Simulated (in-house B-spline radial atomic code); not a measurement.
The numbers below are computed, except where a source is named.
**H ion on As atom: potential, deflection and energy transfer**

The pair potential comes from two frozen, spherical free-atom densities (PBE, B-spline radial code, scalar-relativistic past argon): electrostatics plus the change in Thomas-Fermi kinetic and Dirac exchange energy where they overlap, the recipe behind the universal ZBL potential, which averages such potentials (from solid-state densities) over many pairs. It is written V = (Z1 Z2 e²/r) φ(r/a), with e² = 14.3996 eV·Å and a = 0.46850 Å/(Z1^0.23 + Z2^0.23); ZBL's fit is φ = 0.18175 e^(−3.1998x) + 0.50986 e^(−0.94229x) + 0.28022 e^(−0.4029x) + 0.02817 e^(−0.20162x). Where φ falls below 4e-4 it is continued as an exponential.

Masses 1.01 and 74.92 u.

```
x = r/a  φ, this pair   φ, ZBL
    0.1        0.8784   0.8928
    0.5        0.5954   0.6096
    1.5        0.2868   0.2995
      3        0.1193   0.1292
      5       0.05463  0.05224
      8        0.0174  0.01705
     12      0.003833  0.00474
```

(1) At x = 2 the electrostatic, kinetic and exchange parts are 230.37, 119.52 and -14.21 eV. Find r, V and φ.

(2) The ion comes in at 3.325 keV with impact parameter 0.0724 Å. The scattering integral gives a centre-of-mass angle of 62.14° and a closest approach of 0.7903 a. What are the reduced energy, the energy passed on and the laboratory angles?

Answers

(1) a = 0.46850/(1.0000 + 2.2349) = 0.14483 Å, so r = 0.28965 Å. V = 230.37 + 119.52 + (-14.21) = 335.68 eV. The bare repulsion is 1 × 33 × 14.3996/0.28965 = 1640.5 eV, so φ = 0.2046, -7.7 % against ZBL's 0.2218. The kinetic (Pauli) term is 36 % of V here.

(2) ε = E a M2/(Z1 Z2 e² (M1 + M2)) = 3325 × 3.0072e-04 = 1. The most that one collision can pass on is γE with γ = 4 M1 M2/(M1 + M2)² = 0.0525. Here T = γE sin²(θ/2) = 0.0525 × 3325 × 0.2664 = 46.5 eV. The ion turns by arctan(sin θ/(cos θ + M1/M2)) = 61.5°, and the struck atom leaves at (180° − θ)/2 = 58.9°. The closest approach is 0.114 Å. With ZBL the angle would be 63.04° and T = 47.71 eV.
